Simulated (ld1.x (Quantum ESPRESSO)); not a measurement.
## sulfur: one change to a TM potential, before and after

* Element: sulfur
* Generator: ld1.x (Quantum ESPRESSO) 7.5
* Type: norm-conserving Troullier–Martins (Kleinman–Bylander form)
* Functional: PBE
* Relativity: scalar-relativistic
* Frozen core: [Ne]
* Valence charge: 6
* Reference configuration: 3s2 3p4
* Partial waves: 3s (bound): rc 1.55 bohr; 3p (bound): rc 1.75 bohr
* Local potential: all-electron potential smoothed inside 1.25 bohr (lloc = -1)
* Core correction: a·sin(br)/r model core inside 1.45 bohr

All-electron outer shells of the reference configuration (PBE, scalar-relativistic, ld1.x):

| shell | level (eV) | outermost node (bohr) | outermost maximum (bohr) |
| --- | --- | --- | --- |
| 2s | -211.71 | 0.13 | 0.39 |
| 2p | -156.51 | – | 0.33 |
| 3s | -17.26 | 0.60 | 1.40 |
| 3p | -7.01 | 0.58 | 1.61 |

Change: reference 3s2 3p3.5.

Cutoffs: the cutoffs (Ry, on a coarse ladder) from which the occupation-weighted sum of valence levels, in a spherical-Bessel basis at the reference potential, stays within 10 and 1 mRy of its value at 400 Ry; they do not see the model core or the augmentation charge, which bear on the density cutoff. Errors are all-electron minus pseudo energies relative to the spin-unpolarised reference configuration.

What does the change do?

The potential gets neither clearly harder nor softer (30 Ry and 55 Ry → 30 Ry and 55 Ry); neither file shows a bound ghost.

| quantity | base | changed |
| --- | --- | --- |
| cutoff, loose | 30 Ry | 30 Ry |
| cutoff, tight | 55 Ry | 55 Ry |
| bound ghosts | none | none |
| largest error over its own tests, meV | +93 | +216 |
| s: phases at 1.91 bohr within 0.05 rad from the reference energy up to (Ry; the scan ends near 5) | 2.2 | 1.9 |
| p: phases at 1.91 bohr within 0.05 rad from the reference energy up to (Ry; the scan ends near 5) | 4.3 | 4.0 |
